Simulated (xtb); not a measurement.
C₄H₁₂O₄Ti, triplet, from a rough starting geometry (GFN-xTB shapes and energies of metal compounds can be far from the true ones) (the multiplicity is a formal guess); GFN2-xTB run with xtb 6.7.1.

Here is a job for xtb.
```
$ xtb mol.xyz --gfn 2 --uhf 2 --opt vtight --json

# file mol.xyz
21

Ti     0.44054470     0.03452485     0.19637938
O     -1.27785354     0.26371142     0.43968845
C     -1.83610238     0.68893192     1.61552834
H     -1.40322218     1.49986899     1.98929530
H     -2.95223281     0.74065792     1.45365507
H     -1.71426461    -0.16941434     2.42866925
O      0.63215987    -0.70181889    -1.36151058
C     -0.25254006    -0.71669269    -2.41649146
H     -0.26800196     0.23594227    -2.90714173
H      0.03065036    -1.53313904    -3.20157695
H     -1.30132214    -0.96241933    -2.12676037
O      1.06418601    -0.97024932     1.48067696
C      1.07703309    -2.39632918     1.51018384
H      1.63889812    -2.75949873     0.58887525
H      1.68869335    -2.75386321     2.36574097
H      0.03796732    -2.79399617     1.45895969
O      1.20291137     1.56694919     0.23418883
C      0.90313391     2.48071770    -0.69149827
H     -0.23844078     2.63741834    -0.86748183
H      1.38408244     3.42527202    -0.46863511
H      1.31581601     2.12455266    -1.72022631
```

Output, abridged:

```
   ID    Z sym.   atoms
    1   22 Ti     1
    2    8 O      2, 7, 12, 17
    3    6 C      3, 8, 13, 18
    4    1 H      4-6, 9-11, 14-16, 19-21

           -------------------------------------------------
          |                Calculation Setup                |
           -------------------------------------------------

molecular fragmentation (1/2 indicates fragments):
111112111121111222222
# atoms in fragment 1/2:    13     8
 fragment masses (1/2) :      137.94       34.06
CMA distance (Bohr)    :   4.338
constraining FC (au)   :  0.0500

           -------------------------------------------------
          |                 G F N 2 - x T B                 |
           -------------------------------------------------

          ...................................................
          :                      SETUP                      :
          :.................................................:
          :  # basis functions                  54          :
          :  # atomic orbitals                  53          :
          :  # shells                           31          :
          :  # electrons                        56          :
          :  max. iterations                   250          :
          :  Hamiltonian                  GFN2-xTB          :
          :  restarted?                      false          :
          :  GBSA solvation                  false          :
          :  PC potential                    false          :
          :  electronic temp.          300.0000000     K    :
          :  accuracy                    1.0000000          :
          :  -> integral cutoff          0.2500000E+02      :
          :  -> integral neglect         0.1000000E-07      :
          :  -> SCF convergence          0.1000000E-05 Eh   :
          :  -> wf. convergence          0.1000000E-03 e    :
          :  Broyden damping             0.4000000          :
          :  net charge                          0          :
          :  unpaired electrons                  2          :
          ...................................................

 iter      E             dE          RMSdq      gap      omega  full diag
   1    -32.4392103 -0.324392E+02  0.647E+00    0.58       0.0  T
   2    -32.6588725 -0.219662E+00  0.360E+00    0.49       1.0  T
   3    -32.7021641 -0.432916E-01  0.266E+00    0.47       1.0  T
   4    -32.7219827 -0.198186E-01  0.204E+00    0.48       1.0  T
   5    -32.7560589 -0.340762E-01  0.143E+00    0.48       1.0  T
   6    -32.6871068  0.689521E-01  0.186E+00    0.48       1.0  T
   7    -32.7374123 -0.503055E-01  0.125E+00    0.48       1.0  T
   8    -32.7662288 -0.288165E-01  0.759E-01    0.48       1.0  T
   9    -32.7759177 -0.968892E-02  0.551E-01    0.48       1.0  T
  10    -32.7811680 -0.525027E-02  0.371E-01    0.48       1.0  T
  11    -32.7794136  0.175437E-02  0.401E-01    0.48       1.0  T
  12    -32.7830564 -0.364276E-02  0.248E-01    0.48       1.0  T
  13    -32.7845902 -0.153384E-02  0.875E-02    0.48       1.0  T
  14    -32.7847841 -0.193843E-03  0.280E-02    0.48       1.0  T
  15    -32.7847713  0.127920E-04  0.345E-02    0.48       1.0  T
  16    -32.7847998 -0.285637E-04  0.164E-02    0.48       1.3  T
  17    -32.7848069 -0.705867E-05  0.585E-03    0.48       3.7  T
  18    -32.7848078 -0.936861E-06  0.182E-03    0.48      12.0  T
  19    -32.7848078  0.119088E-08  0.165E-03    0.48      13.2  T
  20    -32.7848079 -0.698795E-07  0.772E-04    0.48      28.3  T
  21    -32.7848079 -0.157024E-07  0.361E-04    0.48      60.4  T

   *** convergence criteria satisfied after 21 iterations ***

 transition dipole moment (au) for excitation:          28          29
     X       Y       Z
  -0.0507  -0.0123   0.1112  total (au/Debye):    0.123   0.312
 dE (eV)             :    4.985
 oscillator strength :  0.26039E-02

         :::::::::::::::::::::::::::::::::::::::::::::::::::::
         ::                     SUMMARY                     ::
[...]
 * total energy  :   -32.5611606 Eh     change       -0.7278887E-05 Eh
 * total energy  :   -32.5611634 Eh     change       -0.2747998E-05 Eh
 * total energy  :   -32.5611660 Eh     change       -0.2665958E-05 Eh
 * total energy  :   -32.5611663 Eh     change       -0.2537458E-06 Eh
 * total energy  :   -32.5611675 Eh     change       -0.1222765E-05 Eh
 * total energy  :   -32.5611686 Eh     change       -0.1073348E-05 Eh
 * total energy  :   -32.5611685 Eh     change        0.5448077E-07 Eh
 * total energy  :   -32.5611690 Eh     change       -0.4746102E-06 Eh
 * total energy  :   -32.5611694 Eh     change       -0.3986606E-06 Eh
 * total energy  :   -32.5611697 Eh     change       -0.2694952E-06 Eh
 * total energy  :   -32.5611698 Eh     change       -0.1654080E-06 Eh
 * total energy  :   -32.5611699 Eh     change       -0.9243131E-07 Eh
   *** GEOMETRY OPTIMIZATION CONVERGED AFTER 38 ITERATIONS ***
         :: total energy             -32.561169937978 Eh    ::
[...]
     4   1 H        0.929     0.086     1.916     2.164
     5   1 H        0.923     0.047     2.362     2.403
     6   1 H        0.923     0.060     2.196     2.318
     7   8 O        1.577    -0.426    21.416     6.245
     8   6 C        3.877     0.065    19.454     6.271
     9   1 H        0.922     0.064     2.154     2.295
    10   1 H        0.923     0.054     2.269     2.356
    11   1 H        0.922     0.066     2.133     2.284
    12   8 O        1.578    -0.399    20.880     6.166
    13   6 C        4.084     0.062    19.465     6.267
    14   1 H        0.922     0.126     1.565     1.957
    15   1 H        0.923     0.061     2.192     2.315
    16   1 H        0.922     0.060     2.195     2.317
    17   8 O        1.578    -0.420    21.284     6.225
    18   6 C        3.998     0.065    19.426     6.262
    19   1 H        0.922     0.081     1.969     2.194
    20   1 H        0.923     0.049     2.333     2.389
    21   1 H        0.922     0.061     2.187     2.313

 Mol. C6AA /au·bohr⁶  :       3976.166611
 Mol. C8AA /au·bohr⁸  :     117550.556092
 Mol. α(0) /au        :         93.026122

Wiberg/Mayer (AO) data.
largest (>0.10) Wiberg bond orders for each atom

 ---------------------------------------------------------------------------
     #   Z sym  total        # sym  WBO       # sym  WBO       # sym  WBO
 ---------------------------------------------------------------------------
     1  22 Ti   3.826 --     2 O    0.803    17 O    0.766    12 O    0.719
                             7 O    0.704     3 C    0.120    13 C    0.104
                            18 C    0.102
     2   8 O    2.123 --     3 C    1.031     1 Ti   0.803
     3   6 C    3.975 --     2 O    1.031     5 H    0.961     6 H    0.929
                             4 H    0.875     1 Ti   0.120
     4   1 H    0.990 --     3 C    0.875
     5   1 H    0.997 --     3 C    0.961
     6   1 H    0.993 --     3 C    0.929
     7   8 O    2.155 --     8 C    1.048     1 Ti   0.704
     8   6 C    3.972 --     7 O    1.048    10 H    0.955     9 H    0.917
                            11 H    0.907
     9   1 H    0.993 --     8 C    0.917
    10   1 H    0.995 --     8 C    0.955
    11   1 H    0.995 --     8 C    0.907
    12   8 O    2.173 --    13 C    1.084     1 Ti   0.719
    13   6 C    3.968 --    12 O    1.084    15 H    0.948    16 H    0.926
                            14 H    0.819     1 Ti   0.104
    14   1 H    0.979 --    13 C    0.819
    15   1 H    0.993 --    13 C    0.948
    16   1 H    0.995 --    13 C    0.926
    17   8 O    2.172 --    18 C    1.049     1 Ti   0.766
    18   6 C    3.972 --    17 O    1.049    20 H    0.963    21 H    0.916
                            19 H    0.885     1 Ti   0.102
    19   1 H    0.991 --    18 C    0.885
    20   1 H    0.996 --    18 C    0.963
    21   1 H    0.990 --    18 C    0.916
 ---------------------------------------------------------------------------

Topologies differ in total number of bonds
Writing topology from bond orders to xtbtopo.mol

molecular dipole:
                 x           y           z       tot (Debye)
 q only:       -0.864      -0.200      -0.744
   full:       -0.826      -0.208      -0.749       2.882
molecular quadrupole (traceless):
                xx          xy          yy          xz          yz          zz
 q only:      -10.570      -3.558       7.166      -2.253      -0.596       3.404
  q+dip:      -10.169      -3.537       7.451      -3.732      -1.449       2.718
   full:      -10.417      -3.354       7.173      -3.472      -1.359       3.243

optimized geometry written to: xtbopt.xyz

           -------------------------------------------------
          | TOTAL ENERGY              -32.561169937978 Eh   |
          | GRADIENT NORM               0.000028645443 Eh/α |
          | HOMO-LUMO GAP               0.820445878373 eV   |
           -------------------------------------------------

normal termination of xtb
```
